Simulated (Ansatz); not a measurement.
`N[SiH](F)F` + `BN` → `BN[SiH](F)F` + NH₃ at 400 K and 1 bar (ligand exchange at the Si–N bond).

Computed with Ansatz on PBE0-D4/def2-TZVP structures; ΔE is electronic, products minus reactants. CCSD(T)/CBS adds triple-zeta CCSD(T) − MP2 to the extrapolated MP2 energy (def2 sets, frozen cores). This one scheme is used for every species. Each species was taken in one conformer, which may not be the lowest.

| species | CCSD(T)/CBS energy (Eh) | H − E (kJ/mol) | S (J/(mol·K)) |
| --- | --- | --- | --- |
| `N[SiH](F)F` | -545.34917 | 133.0 | 332.9 |
| `BN` | -81.93499 | 142.5 | 243.5 |
| `BN[SiH](F)F` | -570.77155 | 171.5 | 366.8 |
| NH₃ | -56.50880 | 104.2 | 203.1 |

H − E and S are ideal-gas, rigid-rotor, harmonic terms from PBE0-D4/def2-TZVP, for one conformer and one mirror image of each species. 1 Eh = 2625.50 kJ/mol, R = 8.31446 J/(mol·K).

By hand: ΔE, ΔH, ΔS and ΔG.

ΔE = (-570.77155) + (-56.50880) − (-545.34917) − (-81.93499) = 0.00381 Eh = 10.0 kJ/mol. Δ(H − E) = 171.5 + 104.2 − 133.0 − 142.5 = 0.2, so ΔH = 10.2 kJ/mol. ΔS = 366.8 + 203.1 − 332.9 − 243.5 = -6.5 J/(mol·K). ΔG = 10.2 − 400 × (-6.5)/1000 = 12.8 kJ/mol.

By hand: the equilibrium constant, and the temperature at which ΔG would vanish if ΔH and ΔS stayed fixed.

log₁₀ K = −ΔG/(RT ln 10) = -1.7. ΔH and −TΔS have one sign here, so there is no such temperature.

The number of gas molecules stays the same, so ΔS is small and ΔH decides. A doubt of 5 kJ/mol in ΔE shifts log₁₀ K by 0.7 here. Other conformers and mirror images would add mixing entropy, several J/(mol·K) or more a flexible species. Modes under 60 cm⁻¹, often nearly free rotors, make the harmonic entropy too high. These are equilibria of isolated gas molecules and say nothing of rates. Largest T1 diagnostic: 0.012 (customary marks: 0.02 for closed shells, 0.045 for open ones).

ΔS is within the doubt of such terms, so its sign, and with it that verdict, could turn.
